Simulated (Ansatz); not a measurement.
Reaction (ligand exchange at the Si–O bond): `[SiH3][O][Ge][O][SiH3]` + `N[SiH](N)N` → `N[SiH](N)N[SiH3]` + `[OH][Ge][O][SiH3]`

Computed with Ansatz on PBE0-D4/def2-TZVP structures; ΔE is electronic, products minus reactants. CCSD(T)/CBS adds triple-zeta CCSD(T) − MP2 to the extrapolated MP2 energy (def2 sets, frozen cores). DFT in def2-TZVPP. B3LYP here is the variant with VWN-RPA as its local correlation; programs differ in this. For Ge outer-core shells are correlated without core-valence functions, which leaves a few kJ/mol of doubt a bond. Scalar relativity is left out up to krypton. Each species was taken in one conformer, which may not be the lowest.

```
             level  ΔE (kJ/mol)  difference from CCSD(T)/CBS
            PBE-D4         34.8                         -8.0
         r2SCAN-D4         40.2                         -2.6
           PBE0-D4         37.1                         -5.7
          B3LYP-D4         43.9                          1.1
           ωB97X-V         40.6                         -2.2
           ωB97M-V         39.8                         -3.0
            B2PLYP         44.4                          1.6
               PBE         35.5                         -7.3
            r2SCAN         40.4                         -2.4
              PBE0         37.6                         -5.2
             B3LYP         44.8                          2.0
     HF/def2-TZVPP         54.3                         11.5
    MP2/def2-TZVPP         41.7                         -1.1
SCS-MP2/def2-TZVPP         44.3                          1.5
   CCSD/def2-TZVPP         43.6                          0.8
CCSD(T)/def2-TZVPP         42.0                         -0.8
     HF/def2-QZVPP         55.5                         12.7
    MP2/def2-QZVPP         42.5                         -0.3
SCS-MP2/def2-QZVPP         45.0                          2.2
      HF/CBS(def2)         55.7                         12.9
     MP2/CBS(def2)         42.5                         -0.3
    CCSD/CBS(def2)         44.4                          1.6
       CCSD(T)/CBS         42.8                            0
```

Largest T1 diagnostic among the species: 0.015.

In def2-TZVPP, CCSD(T) changes the Hartree–Fock value by −12.3 kJ/mol (the triples alone add −1.7 kJ/mol) and MP2 by −12.6 kJ/mol.
